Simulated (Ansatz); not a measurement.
System: sum formula SiNHCl3, charge 0, multiplicity 2. It need not be the lowest isomer of its formula. SMILES: Cl[Si](Cl)([NH])Cl
Geometry from a B3LYP-D3(BJ)/def2-TZVP (Ansatz, an electronic-structure program) optimisation:
```xyz
6

Si     0.2593     0.1023     0.0111
Cl     0.0991    -1.2676    -1.4979
Cl    -0.2454    -0.7505     1.7991
Cl    -0.9950     1.6545    -0.3635
N      1.8869     0.6867     0.0895
H      2.5634    -0.0587     0.2770
```
Charge 0, spin multiplicity 2.

Atomisation energy built up term by term with Ansatz (kcal/mol; UHF references for open shells; valence terms freeze the core; atomic spin-orbit terms are left out). CBS marks a two-point X^-3 extrapolation of the correlation energy; Hartree-Fock from the larger set (for Q and 5 zeta extrapolated as (X+1)exp(-9√X)).

```json
[
 {"term": "Hartree-Fock", "basis": "CBS(cc-pV(Q+d)Z,cc-pV(5+d)Z)", "kcal/mol": "(withheld)"},
 {"term": "CCSD correlation", "basis": "CBS(cc-pV(Q+d)Z,cc-pV(5+d)Z)", "kcal/mol": "126.57"},
 {"term": "(T)", "basis": "CBS(cc-pV(Q+d)Z,cc-pV(5+d)Z)", "kcal/mol": "(withheld)"},
 {"term": "core correlation", "basis": "cc-pwCVTZ", "kcal/mol": "0.73"},
 {"term": "scalar relativity (X2C)", "basis": "cc-pVTZ-DK against cc-pVTZ", "kcal/mol": "-1.58"},
 {"term": "sum: De", "basis": "", "kcal/mol": "(withheld)"}
]
```

Problem. Some entries are withheld; supply them.

Solution. 
- Hartree-Fock, kcal/mol: 314.59
- (T), kcal/mol: 12.60
- sum: De, kcal/mol: 452.9
